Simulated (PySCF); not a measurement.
# Reading the logs of faulty runs: H4NOSi2 cation

Calculated results; nothing here was measured. The program is PySCF 2.14.0, an open-source quantum chemistry code, run on an isolated molecule that a program drew, which may never have been made. The molecule is H4NOSi2 cation (charge +1, singlet), drawn as the SMILES string `N[SiH+][SiH]=O`.

Each row is a Hartree-Fock (HF) and frozen-core CCSD(T) single point in the cc-pV(D+d)Z basis, meant for a local HF minimum. Run 1 is clean. Each other run has one planted mistake out of seven kinds, and not every kind appears here: one electron removed, one electron added, multiplicity raised by two, geometry at a saddle point, minimal basis STO-3G, one bond length entered in bohr, all coordinates scaled. The reference is restricted for singlets and unrestricted otherwise, and also for a bond in bohr. Adding or removing an electron swaps singlet and doublet. Electrons count all cores. HOMO and LUMO are orbital energies over both spins, the gradient is its largest component, and the lowest frequency (negative if imaginary) is given only where the gradient is small. Bond lengths are over the 7 bonds as drawn. T1 is the CCSD diagnostic: over 0.02 (restricted) or 0.045 (unrestricted) a single reference is doubtful.

Geometry of the clean run:
```xyz
8
H4NOSi2 cation, angstrom
N    -1.0069   -0.5232    2.3324
Si   -1.3231    0.1523    0.8731
Si    0.2464    1.2239   -0.5607
O    -0.5411    1.6583   -1.7477
H    -1.7114   -0.9664    2.9018
H    -0.1011   -0.5499    2.7703
H    -2.7208    0.0614    0.4567
H     1.6441    1.3118   -0.1381
```

```
run,electrons,basis functions,<S^2>,HOMO (eV),LUMO (eV),gradient (hartree/bohr),lowest frequency (cm^-1),mean bond (Å),longest bond (Å),T1,HF (hartree),CCSD(T) (hartree),mistake
1,46,94,0.000,-16.46,-5.33,2.2e-06,29,1.4925,2.381,0.0243,-709.25691,-709.83967,no fault
2,45,94,0.765,-22.70,-11.25,1.1e-01,-,1.4925,2.381,0.0366,-708.75947,-709.28739,one electron removed
3,46,94,2.019,-12.45,-5.19,1.7e-01,-,1.4925,2.381,0.0378,-709.19428,-709.73310,?
4,47,94,0.778,-6.65,1.40,5.4e-02,-,1.4925,2.381,0.0214,-709.47625,-710.06319,?
```

**Which mistake was planted in run 3, and what did it cost?**

Electrons, basis and geometry are unchanged, and <S^2> is 2.019, beside S(S+1) = 2.00 for a multiplicity of 3. So the mistake is: multiplicity raised by two. Subtracting run 1 and multiplying by 627.51 kcal/mol a hartree, the energy moved by 39.3 kcal/mol in HF and 66.9 kcal/mol in CCSD(T).

**Which mistake was planted in run 4, and what did it cost?**

It counts 47 electrons, one more than the clean run, at the same geometry and basis. So the mistake is: one electron added. Subtracting run 1 and multiplying by 627.51 kcal/mol a hartree, the energy moved by -137.6 kcal/mol in HF and -140.3 kcal/mol in CCSD(T).

Cautions from the logs. Run 1: T1 is over the limit, so its CCSD(T) energy is less reliable.
